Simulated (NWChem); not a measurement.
System: octafluorocyclopentene (C5F8); SMILES FC1=C(F)C(F)(F)C(F)(F)C1(F)F

Input file for NWChem:

```
start job
memory heap 200 mb stack 900 mb global 1100 mb
geometry units angstroms noautosym nocenter noautoz
  F      2.271672     0.099296    -1.472877
  C      1.219564     0.032741    -0.675544
  C      1.219564     0.032741     0.675544
  F      2.271672     0.099296     1.472877
  C     -0.168289    -0.102874     1.241586
  F     -0.398728     0.766961     2.255261
  F     -0.406800    -1.360214     1.710437
  C     -1.078131     0.194224     0.000000
  F     -1.412620     1.505370     0.000000
  F     -2.196236    -0.553653     0.000000
  C     -0.168289    -0.102874    -1.241586
  F     -0.398728     0.766961    -2.255261
  F     -0.406800    -1.360214    -1.710437
end
basis spherical
  * library 6-31g*
end
dft
  xc hfexch
  iterations 150
  semidirect filesize 400000000
  mulliken
end
task dft energy
esp
  recalculate
  probe 0.07
  range 0.3
  factor 1.0
  spacing 0.02
end
task esp
```

NWChem printed, in part:

```
             Northwest Computational Chemistry Package (NWChem) 7.3.0
             --------------------------------------------------------

                             Geometry "geometry" -> ""
                             -------------------------

 Output coordinates in angstroms (scale by  1.889725989 to convert to a.u.)

  No.       Tag          Charge          X              Y              Z
 ---- ---------------- ---------- -------------- -------------- --------------
    1 F                    9.0000     2.27167200     0.09929600    -1.47287700
    2 C                    6.0000     1.21956400     0.03274100    -0.67554400
    3 C                    6.0000     1.21956400     0.03274100     0.67554400
    4 F                    9.0000     2.27167200     0.09929600     1.47287700
    5 C                    6.0000    -0.16828900    -0.10287400     1.24158600
    6 F                    9.0000    -0.39872800     0.76696100     2.25526100
    7 F                    9.0000    -0.40680000    -1.36021400     1.71043700
    8 C                    6.0000    -1.07813100     0.19422400     0.00000000
    9 F                    9.0000    -1.41262000     1.50537000     0.00000000
   10 F                    9.0000    -2.19623600    -0.55365300     0.00000000
   11 C                    6.0000    -0.16828900    -0.10287400    -1.24158600
   12 F                    9.0000    -0.39872800     0.76696100    -2.25526100
   13 F                    9.0000    -0.40680000    -1.36021400    -1.71043700

 Effective nuclear repulsion energy (a.u.)     963.3919790839

  xc_inp: hfexch multiplicative factor not found.

                                 NWChem DFT Module
                                 -----------------

 Summary of "ao basis" -> "ao basis" (spherical)
 ------------------------------------------------------------------------------
       Tag                 Description            Shells   Functions and Types
 ---------------- ------------------------------  ------  ---------------------
 F                           6-31g*                  6       14   3s2p1d
 C                           6-31g*                  6       14   3s2p1d

            General Information
            -------------------
          SCF calculation type: DFT
          Wavefunction type:  closed shell.
          No. of atoms     :    13
          No. of electrons :   102
           Alpha electrons :    51
            Beta electrons :    51
          Charge           :     0
          Spin multiplicity:     1
          Use of symmetry is: off; symmetry adaption is: off
          Maximum number of iterations: 150
          AO basis - number of functions:   182
                     number of shells:    78
          Convergence on energy requested:  1.00D-06
          Convergence on density requested:  1.00D-05
          Convergence on gradient requested:  5.00D-04

              XC Information
              --------------
                     Hartree-Fock (Exact) Exchange  1.000

      Superposition of Atomic Density Guess
      -------------------------------------

 Sum of atomic energies:        -983.27992692

      Non-variational initial energy
      ------------------------------

 Total energy =    -987.788492
 1-e energy   =   -3289.746291
 2-e energy   =    1338.565820
 HOMO         =      -0.246741
 LUMO         =       0.071742

------------------------------------------------------------
EAF file 0: "./job.aoints.0" size=339214336 bytes
------------------------------------------------------------
               write      read    awrite     aread      wait
               -----      ----    ------     -----      ----
     calls:      647         0         0         0         0
   data(b): 3.39e+08  0.00e+00  0.00e+00  0.00e+00
   time(s): 0.00e+00  0.00e+00  0.00e+00  0.00e+00  0.00e+00
rate(mb/s): 0.00e+00  0.00e+00
------------------------------------------------------------

     ---------------------------------------------
      Total Density - Mulliken Population Analysis
     ---------------------------------------------

    Atom       Charge   Shell Charges
 -----------   ------   -------------------------------------------------------
    1 F    9     9.45   2.00  0.94  3.39  1.02  2.09  0.01
    2 C    6     5.55   2.00  0.69  1.67  0.48  0.64  0.07
    3 C    6     5.55   2.00  0.69  1.67  0.48  0.64  0.07
    4 F    9     9.45   2.00  0.94  3.39  1.02  2.09  0.01
    5 C    6     4.95   2.00  0.65  1.40  0.38  0.43  0.09
    6 F    9     9.52   2.00  0.94  3.42  1.03  2.13  0.01
    7 F    9     9.52   2.00  0.94  3.42  1.03  2.13  0.01
    8 C    6     4.98   2.00  0.66  1.40  0.40  0.43  0.09
    9 F    9     9.51   2.00  0.94  3.41  1.03  2.12  0.01
   10 F    9     9.52   2.00  0.94  3.42  1.03  2.12  0.01
   11 C    6     4.95   2.00  0.65  1.40  0.38  0.43  0.09
   12 F    9     9.52   2.00  0.94  3.42  1.03  2.13  0.01
   13 F    9     9.52   2.00  0.94  3.42  1.03  2.13  0.01

   convergence    iter        energy       DeltaE   RMS-Dens  Diis-err
 ---------------- ----- ----------------- --------- --------- ---------
 d= 0,ls=0.0,diis     1   -984.4044974762 -1.95D+03  7.93D-03  3.28D+00
 d= 0,ls=0.0,diis     2   -984.6329966518 -2.28D-01  3.58D-03  1.53D+00
 d= 0,ls=0.0,diis     3   -984.7653060622 -1.32D-01  6.60D-04  2.65D-02
 d= 0,ls=0.0,diis     4   -984.7690328040 -3.73D-03  2.73D-04  1.63D-03
 d= 0,ls=0.0,diis     5   -984.7693714249 -3.39D-04  7.23D-05  1.04D-04
  Resetting Diis
 d= 0,ls=0.0,diis     6   -984.7693922230 -2.08D-05  3.12D-05  1.80D-05
 d= 0,ls=0.0,diis     7   -984.7693955250 -3.30D-06  4.52D-06  9.38D-07
 d= 0,ls=0.0,diis     8   -984.7693956788 -1.54D-07  1.86D-06  2.09D-07

         Total DFT energy =     -984.769395678809
      One electron energy =    -3286.736822411422
           Coulomb energy =     1445.234062506715
    Exchange-Corr. energy =     -106.658614857990
 Nuclear repulsion energy =      963.391979083888

 Numeric. integr. density =        0.000000000000

                       DFT Final Molecular Orbital Analysis
                       ------------------------------------

 Vector   49  Occ=2.000000D+00  E=-5.739641D-01
              MO Center=  4.0D-01, -3.0D-02, -1.5D-13, r^2= 4.1D+00
   Bfn.  Coefficient  Atom+Function         Bfn.  Coefficient  Atom+Function
  ----- ------------  ---------------      ----- ------------  ---------------
   104      0.323575   8 C  s                59     -0.224149   5 C  px
   143     -0.224149  11 C  px               19      0.215107   2 C  pz
    33     -0.215107   3 C  pz               17      0.175184   2 C  px
    31      0.175184   3 C  px               73      0.173976   6 F  px
    87      0.174732   7 F  px              157      0.173976  12 F  px

 Vector   50  Occ=2.000000D+00  E=-5.389665D-01
              MO Center= -6.0D-01,  3.3D-02,  1.5D-13, r^2= 3.2D+00
   Bfn.  Coefficient  Atom+Function         Bfn.  Coefficient  Atom+Function
  ----- ------------  ---------------      ----- ------------  ---------------
   103      0.354808   8 C  pz               20      0.285301   2 C  s
    34     -0.285301   3 C  s                62      0.249444   5 C  s
   146     -0.249444  11 C  s                59     -0.229339   5 C  px
   143      0.229339  11 C  px              131     -0.222786  10 F  pz
   117     -0.210036   9 F  pz              135     -0.179442  10 F  pz

 Vector   51  Occ=2.000000D+00  E=-4.439827D-01
              MO Center=  1.2D+00,  2.4D-02,  4.8D-14, r^2= 2.1D+00
   Bfn.  Coefficient  Atom+Function         Bfn.  Coefficient  Atom+Function
  ----- ------------  ---------------      ----- ------------  ---------------
    18      0.378157   2 C  py               32      0.378157   3 C  py
    22      0.250236   2 C  py               36      0.250236   3 C  py
     4     -0.211986   1 F  py               46     -0.211986   4 F  py
     8     -0.193529   1 F  py               50     -0.193529   4 F  py
   104      0.139819   8 C  s                62     -0.117152   5 C  s

 Vector   52  Occ=0.000000D+00  E= 9.740743D-02
              MO Center=  9.8D-01,  1.5D-02, -1.1D-13, r^2= 2.4D+00
   Bfn.  Coefficient  Atom+Function         Bfn.  Coefficient  Atom+Function
  ----- ------------  ---------------      ----- ------------  ---------------
    22      0.487965   2 C  py               36     -0.487965   3 C  py
    18      0.407140   2 C  py               32     -0.407140   3 C  py
    64     -0.231061   5 C  py              148      0.231061  11 C  py
    90     -0.166145   7 F  s               174      0.166145  13 F  s
     8     -0.160302   1 F  py               50      0.160302   4 F  py

 Vector   53  Occ=0.000000D+00  E= 1.943743D-01
              MO Center=  4.9D-01,  7.5D-02,  1.1D-12, r^2= 4.1D+00
   Bfn.  Coefficient  Atom+Function         Bfn.  Coefficient  Atom+Function
  ----- ------------  ---------------      ----- ------------  ---------------
    20      0.569949   2 C  s                34      0.569949   3 C  s
     6     -0.412688   1 F  s                48     -0.412688   4 F  s
   104      0.409881   8 C  s                76     -0.311100   6 F  s
   160     -0.311100  12 F  s                23     -0.287532   2 C  pz
    37      0.287532   3 C  pz               65      0.274479   5 C  pz

 Vector   54  Occ=0.000000D+00  E= 2.139762D-01
              MO Center= -3.1D-01, -2.0D-02,  5.1D-14, r^2= 3.1D+00
   Bfn.  Coefficient  Atom+Function         Bfn.  Coefficient  Atom+Function
  ----- ------------  ---------------      ----- ------------  ---------------
   106      0.466977   8 C  py               64      0.461852   5 C  py
   148      0.461852  11 C  py               90      0.340154   7 F  s
   174      0.340154  13 F  s               132      0.326925  10 F  s
   118     -0.321118   9 F  s               102      0.312343   8 C  py
    62     -0.304796   5 C  s               146     -0.304796  11 C  s

------------------------------------------------------------
EAF file 0: "./job.aoints.0" size=597688320 bytes
------------------------------------------------------------
               write      read    awrite     aread      wait
               -----      ----    ------     -----      ----
     calls:     1140         7         0      7973      7973
   data(b): 5.98e+08  3.67e+06  0.00e+00  4.18e+09
   time(s): 0.00e+00  0.00e+00  0.00e+00  0.00e+00  0.00e+00
rate(mb/s): 0.00e+00  0.00e+00
------------------------------------------------------------

     ---------------------------------------------
      Total Density - Mulliken Population Analysis
     ---------------------------------------------

    Atom       Charge   Shell Charges
 -----------   ------   -------------------------------------------------------
    1 F    9     9.39   2.00  0.93  3.28  1.06  2.09  0.02
    2 C    6     5.61   2.00  0.66  1.91  0.41  0.55  0.09
    3 C    6     5.61   2.00  0.66  1.91  0.41  0.55  0.09
    4 F    9     9.39   2.00  0.93  3.28  1.06  2.09  0.02
    5 C    6     5.15   2.00  0.68  1.80  0.24  0.31  0.13
    6 F    9     9.42   2.00  0.93  3.28  1.07  2.12  0.02
    7 F    9     9.42   2.00  0.93  3.28  1.07  2.12  0.02
    8 C    6     5.18   2.00  0.68  1.80  0.26  0.32  0.13
    9 F    9     9.42   2.00  0.93  3.28  1.07  2.11  0.02
   10 F    9     9.42   2.00  0.93  3.29  1.08  2.11  0.02
   11 C    6     5.15   2.00  0.68  1.80  0.24  0.31  0.13
   12 F    9     9.42   2.00  0.93  3.28  1.07  2.12  0.02
   13 F    9     9.42   2.00  0.93  3.28  1.07  2.12  0.02

     -------------------------------------------
      Total Density - Lowdin Population Analysis
     -------------------------------------------

    Atom       Charge   Shell Charges
 -----------   ------   -------------------------------------------------------
    1 F    9     9.10   1.99  0.92  3.17  0.80  2.17  0.04
    2 C    6     5.88   1.99  0.52  1.74  0.36  1.08  0.20
    3 C    6     5.88   1.99  0.52  1.74  0.36  1.08  0.20
    4 F    9     9.10   1.99  0.92  3.17  0.80  2.17  0.04
    5 C    6     5.72   1.98  0.50  1.64  0.35  0.95  0.29
    6 F    9     9.14   1.99  0.93  3.17  0.81  2.19  0.03
    7 F    9     9.15   1.99  0.93  3.17  0.82  2.20  0.03
    8 C    6     5.73   1.98  0.51  1.64  0.36  0.94  0.29
    9 F    9     9.14   1.99  0.93  3.18  0.81  2.19  0.04
   10 F    9     9.13   1.99  0.93  3.17  0.81  2.19  0.04
   11 C    6     5.72   1.98  0.50  1.64  0.35  0.95  0.29
   12 F    9     9.14   1.99  0.93  3.17  0.81  2.19  0.03
   13 F    9     9.15   1.99  0.93  3.17  0.82  2.20  0.03

     Multipole analysis of the density
     ---------------------------------

     L   x y z        total         alpha         beta         nuclear
     -   - - -        -----         -----         ----         -------
     0   0 0 0     -0.000000    -51.000000    -51.000000    102.000000

     1   1 0 0      0.384064      0.137795      0.137795      0.108474
     1   0 1 0      0.052174      0.028000      0.028000     -0.003827
     1   0 0 1      0.000000      0.000000      0.000000      0.000000

     2   2 0 0    -51.899076   -356.740744   -356.740744    661.582411
     2   1 1 0     -0.220454      0.334119      0.334119     -0.888691
     2   1 0 1      0.000000      0.000000      0.000000     -0.000000
     2   0 2 0    -51.527289   -146.446174   -146.446174    241.365060
     2   0 1 1     -0.000000     -0.000000     -0.000000      0.000000
     2   0 0 2    -53.383440   -396.717708   -396.717708    740.051977

                     NWChem Electrostatic Potential Fit Module
                     -----------------------------------------

 Atom parameters

 Number of atoms is                                   13
 Number of basis functions is                        182

 Grid parameters

 Maximum number of grid points is                  47068
 Number of grid points is                          47067
 Grid range                                     0.300000 nm
 Grid spacing                                   0.020000 nm
 Probe radius                                   0.070000 nm
 Atom radius factor                             1.000000

 Atomic radii

    6    0.147000
    9    0.128000
 FASTESP  F
  using M.O. file = ./job.movecs

    Atom              Coordinates                           Charge

                                                  ESP

    1 F     0.227167    0.009930   -0.147288   -0.096062
    2 C     0.121956    0.003274   -0.067554    0.037733
    3 C     0.121956    0.003274    0.067554    0.059202
    4 F     0.227167    0.009930    0.147288   -0.102169
    5 C    -0.016829   -0.010287    0.124159    0.585150
    6 F    -0.039873    0.076696    0.225526   -0.231572
    7 F    -0.040680   -0.136021    0.171044   -0.268160
    8 C    -0.107813    0.019422    0.000000    0.365544
    9 F    -0.141262    0.150537    0.000000   -0.247265
   10 F    -0.219624   -0.055365    0.000000   -0.188342
   11 C    -0.016829   -0.010287   -0.124159    0.579267
   12 F    -0.039873    0.076696   -0.225526   -0.227651
   13 F    -0.040680   -0.136021   -0.171044   -0.265674
                                            ------------
                                                0.000000

 Dipole moment                                  0.461952

 Quadrupole moment Qxx                          2.568996
                   Qyy                          2.143481
                   Qzz                         -4.712478

 RMS deviation kJ/mol                           0.059267

 RRMS %                                        32.390482
```

Level: Hartree-Fock/6-31G* (spherical d). Coordinates come from a PBE-D3(BJ)/def2-SVP optimisation. Not confirmed as a minimum by frequencies.
